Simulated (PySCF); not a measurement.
isobutane (C₄H₁₀), singlet, geometry from GFN2-xTB; PBE/3-21G run with PySCF.

The PySCF input:
```python
from pyscf import gto, scf, dft

mol = gto.Mole()
mol.atom = '''
    C    -0.001952   -0.000610    0.384811
    H    -0.007510   -0.002348    1.480948
    C    -0.001231    1.447905   -0.097154
    H     0.004244    1.484092   -1.184729
    H    -0.885739    1.971545    0.258862
    H     0.878370    1.973646    0.267812
    C     1.255143   -0.722223   -0.094223
    H     1.290525   -0.737695   -1.181728
    H     2.148630   -0.220467    0.270776
    H     1.268406   -1.749298    0.263888
    C    -1.252399   -0.725209   -0.106944
    H    -1.276709   -0.740752   -1.194752
    H    -1.266850   -1.752316    0.251026
    H    -2.150735   -0.225585    0.248964
'''
mol.basis = '3-21g'
mol.charge = 0
mol.spin = 0
mol.verbose = 4
mol.build()

mf = dft.RKS(mol)
mf.xc = 'pbe'
mf.kernel()
mo_i, mo_e, stable_i, stable_e = mf.stability(internal=True, external=True, return_status=True, nroots=6, tol=1e-6)
print('internally stable:', stable_i, ' externally stable:', stable_e)
if not stable_e:
    umf = mf.to_uhf() if not hasattr(mf, 'xc') else mf.to_uks()
    umf.scf_summary = {}
    umf.kernel(umf.make_rdm1(mo_e, umf.mo_occ))
mf.analyze()
```

**Question.** What does PySCF print? Leave out banner, timings and long lists.

**Answer.** 
```
PySCF version 2.14.0

[INPUT] verbose = 4
[INPUT] num. atoms = 14
[INPUT] num. electrons = 34
[INPUT] charge = 0
[INPUT] spin (= nelec alpha-beta = 2S) = 0
[INPUT] symmetry False subgroup None
[INPUT] Mole.unit = angstrom
[INPUT] Symbol           X                Y                Z      unit          X                Y                Z       unit  Magmom
[INPUT]  1 C     -0.001952000000  -0.000610000000   0.384811000000 AA   -0.003688745395  -0.001152732936   0.727187399720 Bohr   0.0
[INPUT]  2 H     -0.007510000000  -0.002348000000   1.480948000000 AA   -0.014191843195  -0.004437076940   2.798586124722 Bohr   0.0
[INPUT]  3 C     -0.001231000000   1.447905000000  -0.097154000000 AA   -0.002326252859   2.736143904388  -0.183594451906 Bohr   0.0
[INPUT]  4 H      0.004244000000   1.484092000000  -1.184729000000 AA    0.008019997673   2.804527423658  -2.238813341830 Bohr   0.0
[INPUT]  5 H     -0.885739000000   1.971545000000   0.258862000000 AA   -1.673804127846   3.725680092256   0.489178284057 Bohr   0.0
[INPUT]  6 H      0.878370000000   1.973646000000   0.267812000000 AA    1.659878736034   3.729650406843   0.506091332872 Bohr   0.0
[INPUT]  7 C      1.255143000000  -0.722223000000  -0.094223000000 AA    2.371876517165  -1.364803670862  -0.178055664635 Bohr   0.0
[INPUT]  8 H      1.290525000000  -0.737695000000  -1.181728000000 AA    2.438738806904  -1.394041513461  -2.233142273730 Bohr   0.0
[INPUT]  9 H      2.148630000000  -0.220467000000   0.270776000000 AA    4.060322243024  -0.416622249504   0.511692481105 Bohr   0.0
[INPUT] 10 H      1.268406000000  -1.749298000000   0.263888000000 AA    2.396939954755  -3.305694130249   0.498676047559 Bohr   0.0
[INPUT] 11 C     -1.252399000000  -0.725209000000  -0.106944000000 AA   -2.366691108679  -1.370446393070  -0.202094870665 Bohr   0.0
[INPUT] 12 H     -1.276709000000  -0.740752000000  -1.194752000000 AA   -2.412630350767  -1.399818406224  -2.257754066776 Bohr   0.0
[INPUT] 13 H     -1.266850000000  -1.752316000000   0.251026000000 AA   -2.393999540905  -3.311397323693   0.474370390145 Bohr   0.0
[INPUT] 14 H     -2.150735000000  -0.225585000000   0.248964000000 AA   -4.064300116516  -0.426293867810   0.470473774876 Bohr   0.0

nuclear repulsion = 135.217545304843
number of shells = 40
number of NR pGTOs = 90
number of NR cGTOs = 56
basis = 3-21g
ecp = {}

******** <class 'pyscf.dft.rks.RKS'> ********
method = RKS
initial guess = minao
damping factor = 0
level_shift factor = 0
DIIS = <class 'pyscf.scf.diis.CDIIS'>
diis_start_cycle = 1
diis_space = 8
diis_damp = 0
SCF conv_tol = 1e-09
SCF conv_tol_grad = None
SCF max_cycles = 50
direct_scf = True
direct_scf_tol = 1e-13
XC library pyscf.dft.libxc version 7.1.2
    S. Lehtola, C. Steigemann, M. J. T. Oliveira, and M. A. L. Marques,  SoftwareX 7, 1–5 (2018)
XC functionals = pbe
    J. P. Perdew, K. Burke, and M. Ernzerhof,  Phys. Rev. Lett. 77, 3865 (1996)
    J. P. Perdew, K. Burke, and M. Ernzerhof,  Phys. Rev. Lett. 78, 1396 (1997)
    J. P. Perdew, K. Burke, and M. Ernzerhof,  Phys. Rev. Lett. 77, 3865 (1996)
    J. P. Perdew, K. Burke, and M. Ernzerhof,  Phys. Rev. Lett. 78, 1396 (1997)
radial grids:
    Treutler-Ahlrichs [JCP 102, 346 (1995); DOI:10.1063/1.469408] (M4) radial grids

becke partition: Becke, JCP 88, 2547 (1988); DOI:10.1063/1.454033
pruning grids: <function nwchem_prune>
grids dens level: 3
symmetrized grids: False
atomic radii adjust function: <function treutler_atomic_radii_adjust>
small_rho_cutoff = 0
Set gradient conv threshold to 3.16228e-05
Initial guess from minao.
tot grids = 154552
init E= -157.21758884199
cycle= 1 E= -157.290456353492  delta_E= -0.0729  |g|= 0.501  |ddm|= 3.12
cycle= 2 E= -157.223172287074  delta_E= 0.0673  |g|= 0.706  |ddm|= 1.48
cycle= 3 E= -157.359927862315  delta_E= -0.137  |g|= 0.0211  |ddm|= 0.872
cycle= 4 E= -157.360000537336  delta_E= -7.27e-05  |g|= 0.016  |ddm|= 0.0535
cycle= 5 E= -157.360063175982  delta_E= -6.26e-05  |g|= 0.00164  |ddm|= 0.0184
cycle= 6 E= -157.360063975576  delta_E= -8e-07  |g|= 0.000373  |ddm|= 0.00345
cycle= 7 E= -157.3600640297  delta_E= -5.41e-08  |g|= 3.47e-05  |ddm|= 0.000798
cycle= 8 E= -157.360064030084  delta_E= -3.84e-10  |g|= 4.68e-06  |ddm|= 6.31e-05
Extra cycle  E= -157.360064030081  delta_E= 2.79e-12  |g|= 5.91e-06  |ddm|= 1.48e-05
converged SCF energy = -157.360064030081
rhf_internal: lowest eigs of H = [2.00569353 2.01543654 2.02109927 2.02922046 2.03205631 2.03356942]
<class 'pyscf.dft.rks.RKS'> wavefunction is stable in the internal stability analysis

WARN: QR decomposition removed 1 vectors.

WARN: QR decomposition removed 1 vectors.

rhf_real2complex: lowest eigs of H = [3.87040557e-16 3.63553451e-01 3.64106547e-01 3.96570751e-01
 4.01745900e-01 4.07702681e-01]
<class 'pyscf.dft.rks.RKS'> wavefunction is stable in the real -> complex stability analysis
rhf_external: lowest eigs of H = [0.33142327 0.3414404  0.34144467 0.34687601 0.36347701 0.37008552]
<class 'pyscf.dft.rks.RKS'> wavefunction is stable in the RHF/RKS -> UHF/UKS stability analysis
internally stable: True  externally stable: True
**** SCF Summaries ****
Total Energy =                        -157.360064030081361
Nuclear Repulsion Energy =             135.217545304843242
One-electron Energy =                 -477.815413754710391
Two-electron Energy =                  185.237804419785789
Two-electron Coulomb Energy =          210.400387487095003
DFT Exchange-Correlation Energy =      -25.162583067309228
**** MO energy ****
MO #1   energy= -9.82877531206762  occ= 2
MO #2   energy= -9.80937456931459  occ= 2
MO #3   energy= -9.80937172393946  occ= 2
MO #4   energy= -9.80864200977555  occ= 2
MO #5   energy= -0.726974652425211 occ= 2
MO #6   energy= -0.610186060359862 occ= 2
MO #7   energy= -0.610182677837344 occ= 2
MO #8   energy= -0.49511937905099  occ= 2
MO #9   energy= -0.411327554158373 occ= 2
MO #10  energy= -0.380107421982337 occ= 2
MO #11  energy= -0.380107368847674 occ= 2
MO #12  energy= -0.332270581220748 occ= 2
MO #13  energy= -0.332267082214342 occ= 2
MO #14  energy= -0.311256971512153 occ= 2
MO #15  energy= -0.278793479431382 occ= 2
MO #16  energy= -0.278792755895759 occ= 2
MO #17  energy= -0.272836425110072 occ= 2
MO #18  energy= 0.085314199822097  occ= 0
MO #19  energy= 0.128910028109762  occ= 0
MO #20  energy= 0.148193473468746  occ= 0
MO #21  energy= 0.148193887600941  occ= 0
MO #22  energy= 0.162020101047464  occ= 0
MO #23  energy= 0.162022388178256  occ= 0
MO #24  energy= 0.179418321623236  occ= 0
MO #25  energy= 0.188956231034973  occ= 0
 ** Mulliken pop on meta-lowdin orthogonal AOs  **
 ** Mulliken pop  **
 ** Mulliken atomic charges  **
charge of    0C =     -0.05017
charge of    1H =      0.09036
charge of    2C =     -0.30385
charge of    3H =      0.09553
charge of    4H =      0.09746
charge of    5H =      0.09746
charge of    6C =     -0.30385
charge of    7H =      0.09553
charge of    8H =      0.09746
charge of    9H =      0.09746
charge of   10C =     -0.30385
charge of   11H =      0.09553
charge of   12H =      0.09746
charge of   13H =      0.09746
Dipole moment(X, Y, Z, Debye): -0.00028, -0.00009,  0.05451
```
